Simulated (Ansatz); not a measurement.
One change: `FCC(F)C(F)F` becomes `FCC(F)CF`.

Ansatz, PBE0-D4/def2-TZVP geometries, multiplicity 1. Each molecule was computed in one conformer, which needn't be the lowest.

| property | `FCC(F)C(F)F` |
| --- | --- |
| size of the dipole moment (PBE/def2-TZVPP) / D | 1.17 |
| LUMO energy (PBE/def2-TZVPP) / eV | 0.14 |
| HOMO energy (PBE/def2-TZVPP) / eV | -7.86 |
| HOMO energy (B3LYP/def2-TZVPP) / eV | -9.43 |
| HOMO energy (ωB97M-V/def2-TZVPP) / eV | -12.05 |
| size of the dipole moment (ωB97M-V/def2-TZVPP) / D | 1.26 |

**Question.** Give the same properties after the change, and the shifts. (An estimate is asked.)

**Answer.** Computed: 
```
                                          property  `FCC(F)CF`  shift
    size of the dipole moment (PBE/def2-TZVPP) / D        2.55   1.38
                 LUMO energy (PBE/def2-TZVPP) / eV        0.18   0.04
                 HOMO energy (PBE/def2-TZVPP) / eV       -7.72   0.14
               HOMO energy (B3LYP/def2-TZVPP) / eV       -9.27   0.16
             HOMO energy (ωB97M-V/def2-TZVPP) / eV      -11.90   0.15
size of the dipole moment (ωB97M-V/def2-TZVPP) / D        2.74   1.48
```

With PBE0 the HOMO rises by 0.15 eV and the LUMO falls by 0.21 eV, so the gap narrows by about 0.36 eV. PBE moves the HOMO by 0.14 eV and ωB97M-V by 0.15 eV. Dipoles are sizes alone; their direction can turn.

Positive LUMOs are unbound, so they and the gaps depend on the basis.

B3LYP here is the variant with VWN-RPA as its local correlation; programs differ in this.
